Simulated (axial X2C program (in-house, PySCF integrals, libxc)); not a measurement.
## TeC: bond constants with and without spin–orbit coupling

All values were computed with an in-house relativistic program for diatomic molecules. Spin-free means the one-electron spin-free X2C Hamiltonian; two-component (2c) means X2C with spin–orbit coupling and atomic mean-field two-electron Coulomb and Gaunt terms, so the difference of the two also holds small scalar two-electron terms. Basis: Te dyall-cv3z [11s12p8d4f1g], C dyall-v3z [7s6p2d1f] (cores contracted in-house); Gaussian nuclei, density fitting, unrestricted open shells. Masses: Te 129.906 u, C 12.000 u.

Input:
```json
{"zs": [52, 6], "q": 0, "bas": ["dyall-cv3z", "dyall-v3z"], "levels": ["PBE0", "HF", "M06"], "cc": true, "r0": 1.95, "thr": -2.0, "nmax": 110, "npts": 10, "nst": 2, "ntry": 8}
```
```bash
python so2c.py task.json out
```

Keys: zs atomic numbers; q charge; bas basis sets; levels methods; cc coupled cluster on or off; r0 starting distance in Å; thr threshold in hartree for freezing inner shells (an s shell follows its p shell); nmax most natural virtual spinors; npts points on the curve; nst determinants followed; ntry starts of the search. HF also brings MP2.

State, spin-free: M_S = 0, Λ = 0 (closed shell); electrons by block: σα: 13, σβ: 13, π+α: 6, π+β: 6, π-α: 6, π-β: 6, δ+α: 2, δ+β: 2, δ-α: 2, δ-β: 2. Fragments: Te + C.

State, 2c: Ω = 0 (closed shell); electrons by block: 1/2: 19, -1/2: 19, 3/2: 8, -3/2: 8, 5/2: 2, -5/2: 2. Fragments: Te + C.

```csv
Hamiltonian,level,Re (Å),ωe (cm⁻¹),ωexe (cm⁻¹),Be (cm⁻¹),αe (cm⁻¹),De (eV),k (mdyn/Å),μ (D)
spin-free,PBE0,1.882,905.2,3.26,0.4332,0.00235,4.70,5.3,-2.59
spin-free,HF,1.867,960.0,3.36,0.4403,0.00224,1.42,5.96,-2.24
spin-free,MP2,1.877,924.8,n/a,0.4356,0.00205,5.10,5.53,n/a
spin-free,M06,1.888,889.9,3.22,0.4306,0.00237,4.68,5.13,-2.88
2c,PBE0,1.885,898.6,3.34,0.432,0.00238,4.45,5.23,-2.61
2c,HF,1.871,946.2,3.57,0.4383,0.00233,n/a,5.8,-2.29
2c,M06,1.890,882.8,3.32,0.4294,0.00241,4.35,5.04,-2.90
```

Correlated methods: 20 electrons correlated (number of frozen shells: Te 4 s, 3 p, 1 d; C 1 s), 222 virtual spin orbitals or spinors in MP2.

Dipoles are positive if C is the positive end.

The state is a single determinant with fixed occupations, the lowest that a limited PBE0 search found. Closed shells are restricted here (equal orbitals for both partners); the stretched side of such a curve lies too high. De is counted from the lowest determinant-based energies of the atoms at the same level, without counterpoise correction. De is not given where an atomic determinant may have missed its ground term or J level, or where the truncated virtual space spoils (T). A 2c atom that is not at its ground J level misses part of its spin–orbit lowering, and De is too large by that part (0.04 eV or less for light atoms). This holds for PBE0, M06. The functionals have no current-density term, which raises determinants with orbital currents, atoms included.

No reliable constants came from MP2 (2c): no minimum in range, unconverged points, a curve that is not smooth, a change of character along it, or the two Hamiltonians disagreeing along it.

Rough cost a point (2c) on 1 thread(s) of a shared host, integrals apart: PBE0 0.4 s, HF 0.29 s, M06 0.6 s.

The whole task took 6.7 min on 1 thread of Arm Neoverse V2, on a shared host.
